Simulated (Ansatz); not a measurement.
Problem. Name a neutral molecule of C, F, Hf and H with ideal-gas entropy at 298 K and 1 bar (rigid rotor, harmonic PBE0-D4/def2-TZVP) between 400 and 416 J/(mol·K) and HOMO–LUMO gap (ωB97M-V/def2-TZVPP) between 10.95 and 11.25 eV (Ansatz, PBE0-D4/def2-TZVP geometry).

Solution. `[CH3][Hf]([CH3])([F])[F]` (413 J/(mol·K), 10.99 eV). Other molecules can fit too; these were computed, each in one conformer that needn't be the lowest.
